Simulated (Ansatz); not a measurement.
```yaml
crystal:
  periodic: [false, false, false]
  atoms:
    - {symbol: In, position_ang: [0.257653, -3.228367, -0.155535]}
    - {symbol: In, position_ang: [0.251352, -0.154891, -3.228074]}
    - {symbol: In, position_ang: [-2.815235, -0.006631, -0.000537]}
    - {symbol: In, position_ang: [0.251288, 0.153830, 3.228164]}
    - {symbol: In, position_ang: [0.241819, 3.228801, 0.158152]}
    - {symbol: P, position_ang: [-1.103167, -1.410790, -1.408115]}
    - {symbol: P, position_ang: [1.407456, -1.571208, 1.572301]}
    - {symbol: P, position_ang: [1.396729, 1.579371, -1.574048]}
    - {symbol: P, position_ang: [-1.110624, 1.403870, 1.409429]}
    - {symbol: H, position_ang: [1.553161, -3.875776, -1.142964]}
    - {symbol: H, position_ang: [-0.776201, -4.244639, 0.826028]}
    - {symbol: H, position_ang: [1.550596, -1.137555, -3.875178]}
    - {symbol: H, position_ang: [-0.786941, 0.821818, -4.244518]}
    - {symbol: H, position_ang: [-3.659189, -1.097016, 1.086290]}
    - {symbol: H, position_ang: [-3.660908, 1.080850, -1.088987]}
    - {symbol: H, position_ang: [-0.782930, -0.830667, 4.241017]}
    - {symbol: H, position_ang: [1.543023, 1.143479, 3.879888]}
    - {symbol: H, position_ang: [-0.798484, 4.240730, -0.820962]}
    - {symbol: H, position_ang: [1.535656, 3.882159, 1.143980]}
    - {symbol: H, position_ang: [-1.965816, -2.222716, -2.219334]}
    - {symbol: H, position_ang: [2.338341, -2.343308, 2.345616]}
    - {symbol: H, position_ang: [2.396949, -0.835391, 0.841677]}
    - {symbol: H, position_ang: [2.319197, 2.358643, -2.350802]}
    - {symbol: H, position_ang: [2.394637, 0.854355, -0.843600]}
    - {symbol: H, position_ang: [-1.978364, 2.211051, 2.220122]}
basis:
  gaussian: {orbitals: def2-TZVP, initial_orbitals: start.molden}
total_charge: -1
hamiltonian: {xc: pbe}
correlation: {method: rpa}
scf: {omitted_lower_state_checks: [starts]}
```

The file start.molden holds the orbitals of an earlier run on this structure, at another level or in another basis.

```sh
$ ansatz run in.yaml --threads 2 --pin off --events-out ev --progress --plain --max-ram 32768MiB --backend cuda --devices 0, --max-vram 18GiB
```

Does this run fit into the memory that it is given?

No. It has 494 basis functions, and Ansatz plans for 0.21 GiB where 0.00 GiB are given.
